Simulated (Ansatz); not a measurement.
Basis sets compared for ScBr3. Charge 0, multiplicity 1. Geometry PBE0-D4/def2-SVP. Ansatz on 4 threads of AMD EPYC 7R43 on a shared host; times are rough, and most runs start from earlier orbitals.

```xyz
4

Sc   -0.001   -0.001    0.000
Br    1.783   -1.107    1.191
Br   -1.807    1.033    1.222
Br    0.025    0.076   -2.412
```

The 6-31G sets use Cartesian d functions.

Binding counts from free atoms (Sc doublet, Br doublet) in the same basis, without a counterpoise term.

| level | functions | energy (Eh) | HOMO (eV) | LUMO (eV) | binding per atom (eV) | wall time |
| --- | --- | --- | --- | --- | --- | --- |
| HF/STO-3G | 72 | -8386.5960 | -8.67 | 3.58 | 4.53 | 0.9 s |
| HF/6-31G | 116 | -8476.1339 | -11.47 | -0.50 | 2.32 | 2.5 s |
| PBE-D4/def2-SVP | 127 | -8481.0131 | -7.16 | -4.10 | 3.49 | 2 s |
| PBE-D4/def2-TZVP | 189 | -8482.0482 | -7.33 | -4.19 | – | 3.1 s |
| r2SCAN-D4/def2-TZVP (with forces) | 189 | -8483.3539 | -7.68 | -4.06 | – | 8 s |
| PBE0-D4/def2-SVP | 127 | -8481.3108 | -8.48 | -3.30 | 3.35 | 4.1 s |
| PBE0-D4/def2-TZVP | 189 | -8482.3452 | -8.57 | -3.28 | 3.34 | 7.5 s |

Q: Estimate the rows for PBE-D4/def2-TZVPD, r2SCAN-D4/def2-TZVPD, PBE0-D4/def2-TZVPD.

A: 
```csv
level,functions,energy (Eh),HOMO (eV),LUMO (eV),binding per atom (eV),wall time
PBE-D4/def2-TZVPD,219,-8482.0496,-7.36,-4.21,–,6.5 s
r2SCAN-D4/def2-TZVPD,219,-8483.3549,-7.69,-4.07,–,9 s
PBE0-D4/def2-TZVPD,219,-8482.3463,-8.59,-3.30,3.34,10 s
```
